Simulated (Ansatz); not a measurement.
Reaction (cleavage of the Si–Al bond): `[OH][AlH][SiH2]O` + `N=C=O` → `O=C=N[SiH2]O` + `[OH][AlH2]`

Computed with Ansatz on PBE0-D4/def2-TZVP structures; ΔE is electronic, products minus reactants. CBS: MP2 limit from def2 TZ/QZ plus the TZ coupled-cluster correction, frozen cores. This one scheme is used for every species. DFT in def2-TZVPP. B3LYP here is the variant with VWN-RPA as its local correlation; programs differ in this. HSE06 is defined as in plane-wave codes. Each species was taken in one conformer, which may not be the lowest.

`[OH][AlH][SiH2]O`:

Z-matrix (Å, degrees):
```
Si
Al 1 2.472
O 1 1.665 2 112.2
H 1 1.497 2 111.7 3 124.4
H 1 1.490 2 111.2 3 -116.9
O 2 1.701 1 118.2 3 8.0
H 2 1.584 1 126.4 3 -171.7
H 3 0.958 1 116.9 2 72.5
H 6 0.956 2 122.4 1 3.9
```

`N=C=O`:

Cartesian coordinates in Å:
```
N -0.652 0.394 0.078
C 0.218 -0.441 -0.004
O 0.952 -1.338 -0.060
H -0.517 1.385 -0.014
```

`O=C=N[SiH2]O`:

```xyz
8

O     0.167    1.958   -2.537
C     0.111    1.127   -1.724
N     0.083    0.250   -0.914
Si   -0.338   -0.642    0.484
O     0.356   -0.020    1.827
H    -1.795   -0.548    0.699
H     0.111   -2.030    0.232
H     1.305   -0.095    1.933
```

`[OH][AlH2]`:

Cartesian coordinates in Å:
```
O -0.044 1.087 0.544
Al -0.127 -0.352 -0.349
H 0.524 1.203 1.304
H 0.771 -1.589 0.071
H -1.123 -0.350 -1.571
```

| level | ΔE (kJ/mol) | difference from CCSD(T)/CBS |
| --- | --- | --- |
| PBE-D4 | -92.6 | 25.7 |
| BLYP-D4 | -109.6 | 8.7 |
| r2SCAN-D4 | -112.4 | 5.9 |
| PBE0-D4 | -103.9 | 14.4 |
| B3LYP-D4 | -117.3 | 1.0 |
| r2SCANh-D4 | -115.0 | 3.3 |
| PBE | -92.4 | 25.9 |
| revPBE | -90.5 | 27.8 |
| HSE06 | -103.8 | 14.5 |
| BHLYP | -130.7 | -12.4 |
| RPA@PBE/def2-TZVPP | -114.5 | 3.8 |
| MP2/def2-SVP | -133.3 | -15.0 |
| CCSD(T)/def2-TZVPP | -118.7 | -0.4 |
| MP2/def2-QZVPP | -130.8 | -12.5 |
| MP2/CBS(def2) | -130.3 | -12.0 |
| CCSD/CBS(def2) | -121.8 | -3.5 |
| CCSD(T)/CBS | -118.3 | 0 |

Question: What do rigid-rotor, harmonic-oscillator terms from PBE0-D4/def2-TZVP frequencies (298.15 K, 1 bar) make of the CCSD(T)/CBS value? (Best estimate.)

Answer: Computed: ΔZPE = -2.5 kJ/mol, ΔH = -122.6 kJ/mol, ΔS = 0 J/(mol·K), ΔG = -122.5 kJ/mol. Modes under 50 cm⁻¹ make the entropy rough.

Largest T1 diagnostic among the species: 0.018.

From r2SCAN to r2SCAN0 (25 % exact exchange), in def2-TZVPP and without D4, ΔE moves by −6.3 kJ/mol. At CCSD(T), def2-SVP lies −3.6 kJ/mol from the extrapolated value and def2-TZVPP −0.4 kJ/mol. Leaving LDA and LC-ωPBE aside and taking each functional with its dispersion term where it has one, the values, not all of them listed here, spread over 36.7 kJ/mol, from BHLYP-D4 to PBE-D4. LDA lies −6.6 kJ/mol from PBE without D4.
